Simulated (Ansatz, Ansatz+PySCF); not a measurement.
```xyz
2

C     0.0000    0.0000   -3.3495
S     0.0000    0.0000    1.2560
```

Basis set: cc-pVDZ (spherical functions). Left uncorrelated: 6 orbitals. Charge 0, multiplicity 1.

Computed with Ansatz (development build ahead of 0.2.0); each method stands on the lowest determinant of its kind that the runs found. Restricted open shells among the atoms or ions are ROHF, correlated in semicanonical orbitals with singles. Restricted functionals stand beside restricted open-shell atoms, which can lie above the unrestricted atoms usual in DFT and then raise those values.

The atomization energy at this shape (free ground-state atoms in the same class of orbitals less the molecule, no zero-point energy) of singlet CS:

```tsv
method	atomization energy
ωB97X (unrestricted)	1.6 kJ/mol
r²SCAN (unrestricted)	2.0 kJ/mol
r²SCAN (restricted)	-303.9 kJ/mol
PBE0 (unrestricted)	1.9 kJ/mol
PBE (unrestricted)	3.2 kJ/mol
PBE (restricted)	-189.2 kJ/mol
PBE0 (restricted)	-352.4 kJ/mol
UHF-CCSDT(Q)	1.6 kJ/mol
UHF-CCSD(T)	1.6 kJ/mol
UHF-MP2	1.6 kJ/mol
RHF-CCSD(T)	-291.3 kJ/mol
UHF	1.4 kJ/mol
RHF-MP2	-383.7 kJ/mol
RHF	-431.3 kJ/mol
RHF-CCSD	-306.9 kJ/mol
```

(1) What does ωB97X (restricted) give?

Answers

(1) -323.2 kJ/mol. Caution for ωB97X (unrestricted), r²SCAN (unrestricted), ωB97X (restricted), r²SCAN (restricted), PBE0 (unrestricted), PBE (unrestricted), PBE (restricted), PBE0 (restricted): charge can spread falsely over distant fragments. Caution for ωB97X (unrestricted), PBE0 (unrestricted), UHF-CCSDT(Q), UHF-CCSD(T), UHF-MP2, UHF: the unrestricted determinant is a mixture of spin states. Caution for r²SCAN (unrestricted), PBE (unrestricted): the unrestricted determinant is spin contaminated. Caution for ωB97X (restricted), r²SCAN (restricted), PBE (restricted), PBE0 (restricted), RHF-CCSD(T), RHF-MP2, RHF, RHF-CCSD: an unrestricted determinant lies well below; the molecule lies well above its atoms at this level. Caution for UHF-CCSDT(Q), UHF-CCSD(T), UHF-MP2: a plain start can end on a higher determinant; bonds are stretched, where a single reference can fail. Caution for RHF-CCSD(T), RHF-MP2, RHF-CCSD: large amplitudes, a single reference is doubtful. Caution for RHF-CCSD(T): the program doubts this total; the program finds a lower state of this spin.
